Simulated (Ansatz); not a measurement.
`N[Si@H](Cl)[Si@@H](N)O` + H₂ → `N[SiH2][SiH](N)O` + HCl  (hydrogenolysis of the Si–Cl bond)

Program: Ansatz. Geometries: PBE0-D4/def2-TZVP. ΔE: electronic, gas phase. CCSD(T)/CBS adds triple-zeta CCSD(T) − MP2 to the extrapolated MP2 energy (def2 sets, frozen cores). This one scheme is used for every species. Functionals use def2-TZVPP. Each species was taken in one conformer, which may not be the lowest.

| species | PBE0-D4 energy (Eh) |
| --- | --- |
| `N[Si@H](Cl)[Si@@H](N)O` | -1227.82690 |
| H₂ | -1.16855 |
| `N[SiH2][SiH](N)O` | -768.28979 |
| HCl | -460.66564 |

**Question.** Work out ΔE.

**Answer.** ΔE = (-768.28979) + (-460.66564) − (-1227.82690) − (-1.16855) = 0.04002 Eh = +105.1 kJ/mol. CCSD(T)/CBS gives +104.8 kJ/mol.

Largest T1 diagnostic among the species: 0.012.

In def2-TZVPP, CCSD(T) changes the Hartree–Fock value by +8.7 kJ/mol (the triples alone add +4.1 kJ/mol) and MP2 by +19.8 kJ/mol. The D4 term adds +11.0 kJ/mol with B3LYP and +6.1 kJ/mol with PBE0; it sums over pairs of atoms, weighted by their polarisabilities, and B3LYP, whose exchange is more repulsive, gets the larger term.

B3LYP here is the variant with VWN-RPA as its local correlation; programs differ in this.
